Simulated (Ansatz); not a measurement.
A run for Ansatz (an electronic-structure program): U-BHLYP/def2-TZVPP on Sb, 2S+1 = 4, a spin state set in the input, which need not be the lowest. Elements past Kr take the def2 small-core potentials; no spin–orbit coupling.

Ansatz 0.2 input:
```yaml
crystal:
  periodic: [false, false, false]
  atoms:
    - {symbol: Sb, position_ang: [0.00000000, 0.00000000, 0.00000000]}
basis:
  gaussian:
    orbitals: def2-TZVPP
hamiltonian:
  xc: {name: BHLYP}
magnetization: {spin_polarized: true, initial_magnetization: 3}
scf: {lower_state_search: full}
```

Output:

```
Functional definition: BHLYP
[...]
integrals: 0.01 GiB planned
455 factors; their error is unknown
mean field: 0.13 GiB planned
mean field evaluation 1: about -6534.4978 eV, gradient 2.3e0 eV
mean field evaluation 2: about -6534.5295 eV, gradient 1.1e0 eV
mean field evaluation 4: about -6534.5333 eV, gradient 3.0e-2 eV
mean field evaluation 8: about -6534.9306 eV, gradient 4.7e-4 eV
mean field evaluation 16: about -6403.1986 eV, gradient 7.4e1 eV
mean field evaluation 32: about -6534.4411 eV, gradient 3.9e0 eV
mean field -6534.93060497 eV, -240.1542701977 hartree, gradient 2.2e-6 eV, S^2 3.750737; 2 other end points of the search recorded, 0 dependent functions left out
reference -6534.93069988 eV, -240.1542736853 hartree; 13, 10 occupied and 37, 40 virtual orbitals, 455 factors
Total energy: -6534.93069988 eV, -240.1542736853 hartree
```

Self-consistency was reached.

Cost: around 1.2 core-seconds (rough).
